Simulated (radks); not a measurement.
Problem. Ti5+, 17 electrons, occupied as [Ne] 3s2 3p(1/2: 1, 3/2: 4) (the NIST ground configuration). All-electron calculation, Dirac Kohn-Sham, BLYP, spin-unpolarised, spherical densities, finite nucleus; Fermi nuclear charge, rms radius 3.5921 fm. Program: a radial shooting solver on a logarithmic mesh with Libxc functionals. Some entries of the table are withheld. Estimate them.

orbital  occ.  eigenvalue (hartree)  <r^2> (bohr^2)  <1/r> (bohr^-1)
1s1/2       2             -181.9768        0.006512            21.80
2s1/2       2             -22.72734             (1)            4.562
2p1/2       2             -19.47510             (2)            4.496
2p3/2       4             -19.26230             (3)            4.439
3s1/2       2              -4.96119           1.043            1.481
3p1/2       1              -4.06840           1.141            1.383
3p3/2       4              -4.03925           1.155            1.372

Solution. 
(1) 2s1/2 <r^2> (bohr^2): 0.1246
(2) 2p1/2 <r^2> (bohr^2): 0.1021
(3) 2p3/2 <r^2> (bohr^2): 0.1039
